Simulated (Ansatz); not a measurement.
Geometry optimisation, RKS PBE0-D4/def2-SVP (Ansatz).

Input file:

```yaml
crystal:
  periodic: [false, false, false]
  atoms:
    - { symbol: Ge, position_ang: [0.218454, 0.0, -0.036969] }
    - { symbol: Cl, position_ang: [0.448303, 0.0, 2.159718] }
    - { symbol: H, position_ang: [1.661244, 0.0, -0.550203] }
    - { symbol: H, position_ang: [-0.513617, 1.293049, -0.412965] }
    - { symbol: H, position_ang: [-0.513617, -1.293049, -0.412965] }
    - { symbol: Br, position_ang: [-3.199013, 0.0, 1.111672] }
    - { symbol: H, position_ang: [-2.118055, 0.0, 2.150013] }
basis:
  gaussian: { orbitals: def2-SVP }
hamiltonian:
  xc: pbe0
  dispersion: d4
relax:
  f_tol: 0.03
  max_steps: 50
```

Run as:

```bash
$ ansatz run input.yaml --threads 2 --pin off --max-ram 3072MiB --backend cpu --events-out ev --progress --plain --runs-dir out
```

**Question.** Where does it end, and by what steps?

**Answer.** It converged. After 6 steps the energy has fallen by 0.100 eV; Br6 moved furthest, 0.38 Å.

| step | energy less start (eV) | largest force component (eV/Å) | accepted |
| --- | --- | --- | --- |
| 0 | 0.0000 | 1.100 | yes |
| 1 | -0.0760 | 0.248 | yes |
| 2 | -0.0807 | 0.331 | yes |
| 3 | -0.0931 | 0.065 | yes |
| 4 | -0.0973 | 0.074 | yes |
| 5 | -0.0993 | 0.053 | yes |
| 6 | -0.0997 | 0.008 | yes |

```xyz
7
Properties=species:S:1:pos:R:3
Ge 0.289 0.000 -0.074
Cl 0.287 0.000 2.111
H 1.766 0.000 -0.485
H -0.437 1.275 -0.513
H -0.437 -1.275 -0.513
Br -3.392 0.000 1.437
H -2.092 0.000 2.044
```

Whether the end is a true minimum wasn't checked by a vibrational analysis.

Time of the run: 21 s on 2 threads of Arm Neoverse V1, with other jobs on the host, peak memory 0.25 GiB.
